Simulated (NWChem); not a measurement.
1,1,1,3,3-pentafluoropropane (C3H3F5); SMILES FC(F)CC(F)(F)F

```xyz
11

F     -0.7477    -2.5168    -0.2016
C     -0.1003    -1.4031     0.2558
F      1.2394    -1.5834     0.0731
C     -0.5851    -0.1969    -0.5342
C     -0.0264     1.1280    -0.0491
F      1.3077     1.2157    -0.2236
F     -0.5981     2.1581    -0.7129
F     -0.2775     1.3042     1.2750
H     -0.2934    -1.3042     1.3485
H     -0.3132    -0.3340    -1.5990
H     -1.6886    -0.1461    -0.4615
```
Atoms are numbered in this order, from 1.

Results from NWChem. Pople sets run with spherical d functions. All runs use the structure optimised with PBE-D3(BJ)/def2-SVP. Atomic charges in e: unrestrained fits to the electrostatic potential beside Mulliken populations; buried atoms are poorly determined by the fit.

Estimate the computed values for Hartree-Fock/6-31G*. Quantities: ESP F1; Mulliken F1; ESP C2; Mulliken C2; ESP F3; Mulliken F3; ESP C4; Mulliken C4; ESP C5; Mulliken C5; relative RMS misfit of the potential (%).


```yaml
ESP F1: -0.31
Mulliken F1: -0.44
ESP C2: 0.71
Mulliken C2: 0.75
ESP F3: -0.31
Mulliken F3: -0.43
ESP C4: -0.37
Mulliken C4: -0.58
ESP C5: 0.87
Mulliken C5: 1.30
relative RMS misfit of the potential (%): 18
```
